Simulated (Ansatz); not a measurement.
CH8GeOSi (`C[SiH2][GeH2][OH]`). Total charge 0; spin multiplicity 1.

Cartesian coordinates in Å:
```
C 1.035 1.546 0.396
Si 0.016 0.614 -0.871
Ge -1.176 -1.176 0.168
O 0.001 -2.271 0.970
H 0.389 2.017 1.139
H 1.634 2.325 -0.081
H 1.708 0.863 0.918
H 0.899 0.024 -1.918
H -0.951 1.520 -1.554
H -2.072 -0.717 1.331
H -2.023 -1.999 -0.832
H 0.541 -2.746 0.335
```

(1) List the harmonic frequencies (cm⁻¹, unscaled) at PBE0-D4/def2-TZVP in Ansatz. (Best estimate.)

(2) Is this a minimum?

(3) Give the ideal-gas thermochemistry at 298.15 K and 1 bar (rigid rotor, harmonic oscillator; point group C1, symmetry number 1).

(4) Rotational constants (cm⁻¹)?

Results:

(1) Ansatz gave: 46, 100, 145, 169, 188, 342, 384, 458, 604, 649, 677, 689, 730, 766, 851, 888, 891, 934, 945, 1277, 1450, 1452, 2104, 2151, 2198, 2205, 3055, 3141, 3143, 3898.

(2) Yes, all 30 modes are real.

(3) Zero-point energy 218.5 kJ/mol; H(298) − E = 242.6 kJ/mol; entropy 374.8 J/(mol·K), of which translation 170.2, rotation 114.2, vibration 90.5; G(298) − E = 130.8 kJ/mol. Modes under 100 cm⁻¹ are hindered rotations or soft bends, so the harmonic entropy is rough.

(4) 0.2017, 0.06144, 0.05341.
